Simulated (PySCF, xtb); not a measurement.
GeHO, SMILES [OH+]=[Ge] (connectivity only; charge and spin as stated), charge +1, multiplicity 1.

Harmonic wavenumbers (cm⁻¹) from GFN2-xTB in xtb 6.7.1 at its own minimum, in rising order: 553, 553, 776, 3288.

What does PBE0-D3(BJ)/def2-TZVP (PySCF) give at its own minimum? (The exact figures need the calculation; the answer reports its results.)

196, 196, 902, 3836. Paired by order, the mean absolute difference is 347 cm⁻¹ and the zero-point energies are 7.4 and 7.3 kcal/mol.
